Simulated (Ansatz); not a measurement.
C$_{5}$H$_{6}$CuNO (`[OH][Cu-][n+]1ccccc1`), 14 atoms. Charge 0, multiplicity 1. For Cu the d shell is correlated and the shells below it are frozen. Scalar relativity is left out up to krypton. Hardware: A = 2 threads of an AMD EPYC 7R13 on a shared host and a share of an NVIDIA H100 80 GB; B = 2 threads of an AMD EPYC 7R13 on a shared host. Correlated methods freeze the cores. Open-shell runs search over several starts.

Question: How many basis functions does each run have, and how long does it take in Ansatz? RKS PBE0-D4/def2-SVP energy [B]; RKS ωB97M-V/def2-QZVPP energy [A]; UKS r2SCAN-D4/def2-TZVPP energy of the cation [A]; UHF-CCSD(T) with 3s3p of Cu, Zn/def2-TZVPP energy of the cation [A]; RKS PBE0-D4/def2-TZVP relaxation (7 steps) [A]; UKS B3LYP-D4/def2-TZVPP energy of the cation [A]; RKS HSE06 (plane-wave form)-D4/def2-TZVPP energy [A]; RKS ωB97M-V/def2-SVP energy [B]; UKS ωB97X-V/def2-TZVPP energy of the cation [A]; RKS ωB97X-V/def2-TZVPP energy [A]; RHF-CCSD(T) with 3s3p of Cu, Zn/def2-TZVPP energy [A]; RHF-MP2 with 3s3p of Cu, Zn/def2-QZVPP energy [A]. (Estimate.)

Answer: The calculation gave: Other jobs shared the machine, so times are rough.

| level | job | functions | wall time | peak host memory (GiB) |
| --- | --- | --- | --- | --- |
| RKS ωB97X-V/def2-TZVPP | energy [A] | 365 | 4.2 s | 1 |
| RKS PBE0-D4/def2-SVP | energy [B] | 159 | 4.4 s | 0.52 |
| RKS HSE06 (plane-wave form)-D4/def2-TZVPP | energy [A] | 365 | 4.7 s | 0.94 |
| RHF-MP2 with 3s3p of Cu, Zn/def2-QZVPP | energy [A] | 679 | 7.5 s | 1.3 |
| UKS B3LYP-D4/def2-TZVPP | energy of the cation [A] | 365 | 11 s | 1.1 |
| RKS ωB97M-V/def2-QZVPP | energy [A] | 679 | 15 s | 1.4 |
| RKS ωB97M-V/def2-SVP | energy [B] | 159 | 15 s | 0.78 |
| UKS r2SCAN-D4/def2-TZVPP | energy of the cation [A] | 365 | 18 s | 1.1 |
| RKS PBE0-D4/def2-TZVP | relaxation (7 steps) [A] | 298 | 19 s | 1 |
| UKS ωB97X-V/def2-TZVPP | energy of the cation [A] | 365 | 26 s | 1.2 |
| RHF-CCSD(T) with 3s3p of Cu, Zn/def2-TZVPP | energy [A] | 365 | 31 s | 1.6 |
| UHF-CCSD(T) with 3s3p of Cu, Zn/def2-TZVPP | energy of the cation [A] | 365 | 4 min | 2.7 |

B3LYP here is the variant with VWN-RPA as its local correlation; programs differ in this.
